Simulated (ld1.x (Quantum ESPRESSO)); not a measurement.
# Transferability test, TM potential for arsenic (As)

- Element: arsenic
- Generator: ld1.x (Quantum ESPRESSO) 7.5
- Type: norm-conserving Troullier–Martins (Kleinman–Bylander form)
- Functional: PBEsol
- Relativity: scalar-relativistic
- Frozen core: [Ar]
- Valence charge: 15
- Reference configuration: 3d10 4s2 4p2.5 (charge +0.5)
- Partial waves: 4s (bound): rc 1.75 bohr; 4p (bound): rc 1.60 bohr; 3d (bound): rc 0.55 bohr
- Local potential: the d channel
- Core correction: none

Energies are relative to the spin-unpolarised reference configuration 3d10 4s2 4p2.5; without spin polarisation the order of configurations can differ from experiment. Not all tests gave a result: 1 of 7 tests not solved or not reliable. Left out of the table: 3d9 4s2 4p3 (solver errors, printed error -49.2 eV).

| valence configuration | charge | ΔE all-electron (eV) | error AE − PS (meV) |
| --- | --- | --- | --- |
| 3d10 4s2 4p3 | 0 | -3.558 | +0.5 |
| 3d10 4s2 4p2 | +1 | 5.600 | -1.1 |
| 3d10 4s2 4p1 | +2 | 23.542 | -12 |
| 3d10 4s1 4p0 | +4 | 101.894 | -69 |
| 3d10 4s1 4p4 | 0 | 5.867 | -1.9 |

(1) What are ΔE and the potential's error for 3d10 4s2 4p3.3?

Levels in the configuration 3d10 4s2 4p2:

```
level  all-electron (eV)  pseudo (eV)
   3d            -50.407      -50.388
   4s            -23.382      -23.384
   4p            -13.356      -13.358
```

A Bessel basis up to 400 Ry misses an occupied level by 0.07 Ry, so cutoffs were not judged. Note: ghost states, extra bound levels that the all-electron valence spectrum of the same l lacks: s at -1226.5 eV, p at -522.8 eV, s at -32.2 eV (other channels not judged).

Results:

(1) ΔE = -4.791 eV all-electron; the error (AE − PS) is +0.6 meV.

ld1.x printed “convergence not achieved” for 5 of the counted tests; their residual had stalled under 1e-8, short of the target of 1e-14.
